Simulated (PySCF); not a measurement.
SMILES [Cl][Al]([Cl])[O][SiH3] (H₃AlCl₂OSi) (B3LYP/def2-SVP optimised geometry):

```
8

Al     1.923    -0.357     0.010
Cl     2.965    -1.090     1.667
Cl     2.991     0.367    -1.633
O      0.244    -0.351     0.000
Si    -1.414    -0.351     0.000
H     -1.916     1.053     0.000
H     -1.923    -1.051     1.214
H     -1.918    -1.053    -1.215
```

Calculation: B3LYP/def2-TZVP run with PySCF 2.14.0.

Question: What are the frontier orbital energies and the dipole moment?

Answer: HOMO-2 -9.18 eV, HOMO-1 -8.95 eV, HOMO -8.74 eV, LUMO -1.48 eV, LUMO+1 -0.85 eV; dipole moment 1.02 D.

Meta-Löwdin charges at B3LYP/def2-TZVP: Al1 1.04, Cl2 -0.31, Cl3 -0.31, O4 -0.85, Si5 0.79, H6 -0.12, H7 -0.12, H8 -0.12.
